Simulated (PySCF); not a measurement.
CHO, SMILES [C][OH+] (connectivity only; charge and spin as stated), charge +1, multiplicity 1.

Geometry optimised at PBE0-D3(BJ)/def2-TZVPD.

Two levels are set side by side: TDDFT-PBE/def2-TZVPD (PySCF) and ADC(3)/aug-cc-pVDZ (PySCF). Vertical, same geometry; the bases differ. Differences are taken from unrounded values.

| quantity | TDDFT-PBE |
|---|---|
| lowest singlet excitation (eV) | 8.21 |

Problem. These are the TDDFT-PBE values. What does ADC(3) give? (Estimate from the structure and the level; the computed values follow.)

Solution. 
```csv
quantity,ADC(3),TDDFT-PBE minus ADC(3)
lowest singlet excitation (eV),8.33,-0.12
```

Here PBE gives about what the other level gives.

Rough cost on one machine, each run with all the roots and properties that it gave: ADC(3) against TDDFT-PBE about 10 times.
